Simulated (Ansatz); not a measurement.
# Forces on a displaced structure

NaGeH₃S (SMILES [Na][S][GeH3]), closed shell, displaced at random from a GFN2-xTB minimum.

Na1  (0.004, -2.641, 1.638)
S2  (1.180, -0.967, 0.232)
Ge3  (-0.027, 0.619, -0.408)
H4  (-1.235, 0.141, -1.152)
H5  (0.719, 1.552, -1.164)
H6  (-0.692, 1.261, 0.783)
(Å)

Computed with Ansatz 0.2.0 (basis: def2-TZVPP); correlated methods freeze the cores. Filled d shells of the heavier atoms are correlated. The outer core shell of Li, Na, Mg and K is correlated. The def2 sets are not built for correlating such inner shells, so the correlated values are less sure here.

CCSD(T) forces from the calculation:
```tsv
atom	Fx	Fy	Fz (eV/Å)
Na1	-0.024	0.079	-0.043
S2	1.290	-1.504	0.490
Ge3	-1.745	-0.800	1.207
H4	-0.619	-0.222	-0.752
H5	1.264	1.824	-1.427
H6	-0.165	0.623	0.526
```

Q: Which atom feels the largest CCSD(T) force, and how large is it?

A: H5, 2.64 eV/Å, along (0.48, 0.69, -0.54).

Root-mean-square difference of the force components from those of CCSD(T): PBE0-D4 0.071; wB97M-V 0.026; r2SCAN-D4 0.060; PBE-D4 0.102; B97M-V 0.107; BLYP-D4 0.154 eV/Å.

The T1 diagnostic stays at or below 0.011.

For scale, one of the runs: CCSD(T)/def2-TZVPP forces, 164 basis functions (an equivalent command: `ansatz run in.yaml --threads 4`). Time: 2.6 min of wall clock on 4 CPU threads; the host was shared. Peak host memory: 2.4 GiB.
